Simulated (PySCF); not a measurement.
# Er (erbium, neutral) across methods

[Xe] 4f11 5d1 6s2, one real determinant (an excited configuration). Calculation: PySCF 2.14, in cc-pVDZ-X2C (8s7p5d3f1g, 84 functions); scalar relativity by spin-free X2C-1e.

| method | E (hartree) | mean ε 6s α (eV) | mean ε 6s β (eV) | mean ε 5d α (eV) | Σ⟨r²⟩ (bohr²) | ⟨S²⟩ |
| --- | --- | --- | --- | --- | --- | --- |
| LDA | -13076.79 | -4.696 | -4.305 | -2.636 | 75.94 | 6.002 |
| PBE0 | -13085.60 | -5.061 | -4.657 | -3.615 | 76.84 | 6.003 |
| UHF | -13081.19663 | -5.923 | -5.422 | -6.251 | 79.96 | 6.007 |
| PBE | -13085.77 | -4.531 | -4.135 | -2.646 | 76.64 | 6.002 |

Estimate the same row for r2SCAN.

E (hartree) = -13085.97; mean ε 6s α (eV) = -4.595; mean ε 6s β (eV) = -4.158; mean ε 5d α (eV) = -3.038; Σ⟨r²⟩ (bohr²) = 77.02; ⟨S²⟩ = 6.006.

⟨L²⟩ = 40.06 against 72 for a pure L term, so this real determinant mixes terms. Spin-orbit coupling, absent here, splits the open shell strongly.
